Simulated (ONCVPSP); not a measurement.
## carbon: one change to an ONCV potential, before and after

- Element: carbon
- Generator: ONCVPSP 4.0.1
- Type: optimised norm-conserving Vanderbilt (ONCV)
- Functional: BLYP
- Relativity: scalar-relativistic
- Frozen core: [He]
- Valence charge: 4
- Reference configuration: 2s2 2p1.5 (charge +0.5)
- Partial waves: 2s: rc 1.30 bohr, ncon 4, nbas 7, qcut 5.5 1/bohr, 2 projectors, debl 1 Ha; 2p: rc 2.90 bohr, ncon 3, nbas 7, qcut 4.5 1/bohr, 3 projectors, debl 2 Ha; d scattering state at 0.02 Ha: rc 2.75 bohr, ncon 4, nbas 7, qcut 3.8 1/bohr, 2 projectors, debl 1.7 Ha
- Local potential: polynomial inside 1.05 bohr (lpopt 5, dvloc0 4 Ha)
- Core correction: Teter function, fcfact 4.5, rcfact 1.05

Change: core correction Teter function, fcfact 4.5, rcfact 1.68.

Cutoffs: the cutoffs (Ha) at which the residual kinetic energy of the hardest occupied pseudo-wave falls to 1 and 0.1 mHa per electron; they do not see the model core or the augmentation charge, which bear on the density cutoff. Errors are all-electron minus pseudo energies relative to the spin-unpolarised reference configuration.

Question: How do hardness, ghosts and transferability respond?

Answer: The potential gets neither clearly harder nor softer (17 Ha and 62 Ha → 17 Ha and 62 Ha); the errors of the 4 common tests hardly move; neither file shows a bound ghost. A model core, the more so a compact one, raises the density cutoff, which this test does not measure.

```csv
quantity,base,changed
"cutoff, loose",17 Ha,17 Ha
"cutoff, tight",62 Ha,62 Ha
bound ghosts,none,none
GHOST(+) flags under 300 eV,none,none
"error for 2s2 2p2, meV [ΔE -3.94 eV]",+38,+38
"error for 2s2 2p1, meV [ΔE 6.89 eV]",+75,+74
"error for 2s2 2p0, meV [ΔE 31.06 eV]",+1091,+1075
"error for 2s1 2p0, meV [ΔE 79.22 eV]",+2242,+2122
s: phases at 1.32 bohr within 0.05 rad from the reference energy up to (Ha; the scan ends near 5),to the end of the scan,to the end of the scan
p: phases at 2.94 bohr within 0.05 rad from the reference energy up to (Ha; the scan ends near 5),0.3,0.3
d: phases at 2.79 bohr within 0.05 rad from the reference energy up to (Ha; the scan ends near 5),to the end of the scan,to the end of the scan
"rms error of d²Exc/dni dnj with the model core, mHa",1.77,1.51
```
